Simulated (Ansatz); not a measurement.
## Nudged elastic band run: Cl4FH2STa

Input file:

```yaml
crystal:
  periodic: [false, false, false]
  atoms:
    - { symbol: Ta, position_ang: [0.033354, -0.051398, 0.157154] }
    - { symbol: Cl, position_ang: [2.215841, -0.938679, 0.239452] }
    - { symbol: Cl, position_ang: [-0.154471, -0.469916, 2.469969] }
    - { symbol: Cl, position_ang: [0.556843, 0.905653, -1.924062] }
    - { symbol: Cl, position_ang: [-1.817992, 1.387057, 0.320234] }
    - { symbol: F, position_ang: [-0.853875, -1.571232, -0.460653] }
    - { symbol: S, position_ang: [1.301093, 2.349449, 0.995781] }
    - { symbol: H, position_ang: [1.146759, 2.196232, 2.343957] }
    - { symbol: H, position_ang: [2.588848, 1.896231, 1.032968] }
basis:
  gaussian: { orbitals: def2-SVP }
hamiltonian:
  xc: pbe
neb:
  order_check: false
  images: 7
  f_tol: 0.05
  max_iterations: 60
  final_atoms:
    - { symbol: Ta, position_ang: [-0.3624892, 0.47534478, 0.27101508] }
    - { symbol: Cl, position_ang: [3.08547197, -0.66629131, 0.41346939] }
    - { symbol: Cl, position_ang: [-0.40836878, -0.18492868, 2.51193335] }
    - { symbol: Cl, position_ang: [0.32358052, 1.19396611, -1.83811812] }
    - { symbol: Cl, position_ang: [-2.50866864, 1.24274852, 0.16684303] }
    - { symbol: F, position_ang: [-0.21537803, -1.31784677, -0.26770438] }
    - { symbol: S, position_ang: [1.17275977, 2.25884303, 0.95539132] }
    - { symbol: H, position_ang: [1.10463314, 2.0995449, 2.30817422] }
    - { symbol: H, position_ang: [2.82485925, 0.60201642, 0.65379609] }
  initial_path:
    images:
      - { positions_ang: [[0.033354, -0.051398, 0.157154], [2.215841, -0.938679, 0.239452], [-0.154471, -0.469916, 2.469969], [0.556843, 0.905653, -1.924062], [-1.817992, 1.387057, 0.320234], [-0.853875, -1.571232, -0.460653], [1.301093, 2.349449, 0.995781], [1.146759, 2.196232, 2.343957], [2.588848, 1.896231, 1.032968]] }
      - { positions_ang: [[0.03250843, -0.03538941, 0.10770888], [2.37390294, -0.6891999, 0.19240599], [-0.12809318, -0.37217986, 2.4590797], [0.44485804, 0.70530079, -2.06996269], [-1.67401745, 1.57265871, 0.23949501], [-0.86660046, -1.59675703, -0.3787742], [1.18215875, 2.3015683, 1.14018352], [1.15839614, 2.06736944, 2.4672348], [2.49328679, 1.75002598, 1.01742901]] }
      - { positions_ang: [[0.03166286, -0.01938082, 0.05826375], [2.53196489, -0.4397208, 0.14535997], [-0.10171536, -0.27444372, 2.44819039], [0.33287308, 0.50494858, -2.21586338], [-1.53004291, 1.75826041, 0.15875602], [-0.87932592, -1.62228207, -0.2968954], [1.0632245, 2.2536876, 1.28458604], [1.17003328, 1.93850687, 2.59051259], [2.39772558, 1.60382095, 1.00189002]] }
      - { positions_ang: [[0.03081729, -0.00337223, 0.00881863], [2.69002683, -0.1902417, 0.09831396], [-0.07533755, -0.17670758, 2.43730109], [0.22088813, 0.30459636, -2.36176407], [-1.38606836, 1.94386212, 0.07801703], [-0.89205137, -1.6478071, -0.21501659], [0.94429025, 2.2058069, 1.42898856], [1.18167042, 1.80964431, 2.71379039], [2.30216437, 1.45761593, 0.98635102]] }
      - { positions_ang: [[0.02997172, 0.01263636, -0.04062649], [2.84808878, 0.0592374, 0.05126794], [-0.04895973, -0.07897144, 2.42641178], [0.10890317, 0.10424415, -2.50766476], [-1.24209382, 2.12946382, -0.00272196], [-0.90477683, -1.67333214, -0.13313779], [0.82535601, 2.1579262, 1.57339107], [1.19330756, 1.68078174, 2.83706818], [2.20660316, 1.3114109, 0.97081203]] }
      - { positions_ang: [[-0.06814351, 0.12831346, 0.0372839], [2.90743457, -0.12214478, 0.1418183], [-0.13881199, -0.10546075, 2.44779217], [0.16257251, 0.37667464, -2.3402781], [-1.55873752, 1.907785, 0.03966928], [-0.73242713, -1.5844608, -0.16677944], [0.91220695, 2.18315541, 1.41889114], [1.17113895, 1.78547253, 2.70484469], [2.36116718, 1.13406228, 0.89155805]] }
      - { positions_ang: [[-0.16625874, 0.24399057, 0.11519429], [2.96678037, -0.30352695, 0.23236867], [-0.22866426, -0.13195006, 2.46917257], [0.21624184, 0.64910513, -2.17289144], [-1.87538123, 1.68610617, 0.08206053], [-0.56007743, -1.49558946, -0.20042108], [0.99905789, 2.20838461, 1.2643912], [1.14897035, 1.89016332, 2.5726212], [2.5157312, 0.95671366, 0.81230406]] }
      - { positions_ang: [[-0.26437397, 0.35966768, 0.19310469], [3.02612617, -0.48490913, 0.32291903], [-0.31851652, -0.15843937, 2.49055296], [0.26991118, 0.92153562, -2.00550478], [-2.19202494, 1.46442734, 0.12445178], [-0.38772773, -1.40671811, -0.23406273], [1.08590883, 2.23361382, 1.10989126], [1.12680175, 1.99485411, 2.44039771], [2.67029523, 0.77936504, 0.73305008]] }
      - { positions_ang: [[-0.3624892, 0.47534478, 0.27101508], [3.08547197, -0.66629131, 0.41346939], [-0.40836878, -0.18492868, 2.51193335], [0.32358052, 1.19396611, -1.83811812], [-2.50866864, 1.24274852, 0.16684303], [-0.21537803, -1.31784677, -0.26770438], [1.17275977, 2.25884303, 0.95539132], [1.10463314, 2.0995449, 2.30817422], [2.82485925, 0.60201642, 0.65379609]] }
```

Command:

```bash
$ ansatz run input.yaml --threads 4 --pin off --max-ram 5120MiB --backend cpu --events-out ev --progress --plain --runs-dir out
```

Output, in part (warnings, iteration lines, the closing report on the highest movable image, with atoms numbered from 0):

```
NEB end point (image 0): max|allowed force component| = 1.922e-2 eV/Å (the criterion of neb.relax_end_points is 1.000e-2)
NEB end point (image 8): max|allowed force component| = 1.939e-2 eV/Å (the criterion of neb.relax_end_points is 1.000e-2)
NEB iter   1: max|band force component| = 4.092e0 eV/Å  barrier→ = 4.4619 eV  barrier← = 3.7924 eV  Δτ_max = 0.2000 Å  (409 SCF iters)
NEB iter   2: max|band force component| = 2.866e0 eV/Å  barrier→ = 2.5003 eV  barrier← = 1.8308 eV  Δτ_max = 0.2000 Å  (285 SCF iters)
NEB iter   3: max|band force component| = 3.009e0 eV/Å  barrier→ = 1.4998 eV  barrier← = 0.8304 eV  Δτ_max = 0.1014 Å  (266 SCF iters)
NEB iter   4: max|band force component| = 1.636e0 eV/Å  barrier→ = 1.1978 eV  barrier← = 0.5283 eV  Δτ_max = 0.0996 Å  (246 SCF iters)
NEB iter   5: max|band force component| = 1.233e0 eV/Å  barrier→ = 0.9253 eV  barrier← = 0.2558 eV  Δτ_max = 0.0996 Å  (250 SCF iters)
NEB iter   6: max|band force component| = 1.147e0 eV/Å  barrier→ = 0.8211 eV  barrier← = 0.1516 eV  Δτ_max = 0.1009 Å  (243 SCF iters)
NEB iter   7: max|band force component| = 1.121e0 eV/Å  barrier→ = 0.6973 eV  barrier← = 0.0278 eV  Δτ_max = 0.1001 Å  (241 SCF iters)
NEB iter   8: max|band force component| = 8.300e-1 eV/Å  barrier→ = 0.6695 eV  barrier← = 0.0000 eV  Δτ_max = 0.2000 Å  (238 SCF iters)
NEB iter   9: max|band force component| = 9.521e-1 eV/Å  barrier→ = 0.6695 eV  barrier← = 0.0000 eV  Δτ_max = 0.2000 Å  (248 SCF iters)
NEB iter  10: max|band force component| = 8.216e-1 eV/Å  barrier→ = 0.7028 eV  barrier← = 0.0334 eV  Δτ_max = 0.2000 Å  (264 SCF iters)
NEB iter  11: max|band force component| = 2.947e0 eV/Å  barrier→ = 0.9227 eV  barrier← = 0.2533 eV  Δτ_max = 0.1003 Å  (260 SCF iters)
NEB iter  12: max|band force component| = 3.635e-1 eV/Å  barrier→ = 0.6935 eV  barrier← = 0.0240 eV  CI = image 6  Δτ_max = 0.1346 Å  (245 SCF iters)
NEB iter  13: max|band force component| = 2.494e-1 eV/Å  barrier→ = 0.6822 eV  barrier← = 0.0127 eV  CI = image 6  Δτ_max = 0.2000 Å  (231 SCF iters)
NEB iter  14: max|band force component| = 1.083e0 eV/Å  barrier→ = 0.7132 eV  barrier← = 0.0437 eV  CI = image 7  Δτ_max = 0.1007 Å  (225 SCF iters)
NEB iter  15: max|band force component| = 3.714e-1 eV/Å  barrier→ = 0.6753 eV  barrier← = 0.0058 eV  CI = image 5  Δτ_max = 0.1601 Å  (245 SCF iters)
NEB iter  16: max|band force component| = 2.013e-1 eV/Å  barrier→ = 0.6851 eV  barrier← = 0.0156 eV  CI = image 5  Δτ_max = 0.0732 Å  (238 SCF iters)
NEB iter  17: max|band force component| = 7.912e-2 eV/Å  barrier→ = 0.6818 eV  barrier← = 0.0124 eV  CI = image 5  Δτ_max = 0.1148 Å  (224 SCF iters)
NEB iter  18: max|band force component| = 4.139e-1 eV/Å  barrier→ = 0.6928 eV  barrier← = 0.0233 eV  CI = image 7  Δτ_max = 0.0578 Å  (230 SCF iters)
NEB iter  19: max|band force component| = 2.512e-1 eV/Å  barrier→ = 0.6784 eV  barrier← = 0.0090 eV  CI = image 5  Δτ_max = 0.0791 Å  (221 SCF iters)
NEB iter  20: max|band force component| = 4.847e-2 eV/Å  barrier→ = 0.6783 eV  barrier← = 0.0088 eV  CI = image 5  Δτ_max = 0.0000 Å  (457 SCF iters)
Total energy: -65187.42250124 eV, -2395.5935912988 hartree
Atom 0 at    -0.135547     0.355792     0.241801 Å, force    -0.013085    -0.027658     0.008097 eV/Å
Atom 1 at     2.451882    -0.633511     0.413206 Å, force     0.001420     0.018250     0.004411 eV/Å
Atom 2 at    -0.304812    -0.163360     2.516849 Å, force    -0.004907     0.001426    -0.011060 eV/Å
Atom 3 at     0.537429     1.171556    -1.838462 Å, force     0.002140     0.001099     0.002138 eV/Å
Atom 4 at    -2.254337     1.208250     0.100252 Å, force    -0.006584    -0.004445    -0.002178 eV/Å
Atom 5 at    -0.357921    -1.419223    -0.333757 Å, force     0.005702     0.024067     0.009616 eV/Å
Atom 6 at     1.380818     2.281933     0.987503 Å, force     0.013276     0.017352    -0.012022 eV/Å
Atom 7 at     1.303487     2.116630     2.339366 Å, force    -0.001792    -0.008496     0.010201 eV/Å
Atom 8 at     2.395401     0.785330     0.748042 Å, force     0.003831    -0.021595    -0.009203 eV/Å
Dipole moment:     0.015584     0.207282     0.219503 e Å
```

The forces met the threshold. A structure lower than the last end lies on the path between it and the top, so the climb from that side starts below the end, which may itself be a saddle point or a shallow side well. A vibrational analysis at the climbing image gives one clearly imaginary mode, 153i cm⁻¹: a first-order saddle point. The orbitals stay closed-shell, which can raise the energy where a bond breaks towards radicals; this wasn't checked here.

Final band (atoms are numbered from 1 in the order of the input):

```tsv
image	path coordinate (Å)	energy (eV)	Ta1–Cl2 (Å)	S7–H9 (Å)	Cl2–H9 (Å)
0	0.00	0.00	2.36	1.37	2.97
1	0.36	0.02	2.37	1.36	2.77
2	0.73	0.09	2.39	1.37	2.46
3	1.09	0.25	2.44	1.39	2.13
4	1.45	0.54	2.59	1.51	1.78
5	1.82	0.68	2.78	1.82	1.46
6	2.16	0.66	2.98	2.14	1.35
7	2.51	0.66	3.29	2.29	1.32
8	2.85	0.67	3.63	2.36	1.32
```

The run took 7 min on 4 threads of Arm Neoverse V1 (shared host), peak memory 0.26 GiB.
